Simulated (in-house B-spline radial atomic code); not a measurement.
# Ionising Ba³⁺ with different functionals

Computed with a radial B-spline atomic code at the basis-set limit: four-component Dirac-Coulomb Hamiltonian, Fermi nucleus of rms radius 4.8378 fm, spin-restricted, spherical fractional occupations for the functionals. The ionisation energy is the difference of two self-consistent energies, [Kr] 4d10 5s2 5p5 → [Kr] 4d10 5s2 5p4, without Breit or QED terms; ε is the level of the shell that loses the electron (mean over j). The electron is taken from both j subshells in proportion to 2j + 1, so the result is a j average, not the step between ground levels.

Hybrids are left out here: with spherical fractional occupations of an open shell their exact exchange keeps a self-interaction that integer-occupation calculations don't have.

| method | rung | ΔSCF (eV) | -ε(5p) (eV) |
| --- | --- | --- | --- |
| LDA VWN5 | LDA | 48.29 | 42.40 |
| relativistic LDA | LDA | 48.26 | 42.38 |
| LDA PW92 | LDA | 48.28 | 42.39 |
| LDA exchange-only | LDA | 46.77 | 40.89 |
| PBE | GGA | 48.06 | 42.19 |
| PBEsol | GGA | 48.10 | 42.23 |
| BLYP | GGA | 47.87 | 41.99 |
| RPBE | GGA | 48.02 | 42.16 |
| PW91 | GGA | 48.14 | 42.26 |
| BP86 | GGA | 48.19 | 42.31 |
| AM05 | GGA | 48.09 | 42.21 |
| OLYP | GGA | 48.11 | 42.24 |

Question: How do they compare with the NIST value?

Answer: NIST lists 47.0 eV ± 0.3 (semi-empirical, ground level to ground level). Errors run from -0.23 to +1.29 eV. The correlated functionals all miss on the same side by more than they spread, so the cause is common to them (Breit-QED terms, spin polarisation, the choice among j levels, multiplet and fine-structure energies, or a listed next ion that isn't the cheapest removal here) and closeness doesn't rank the functionals.
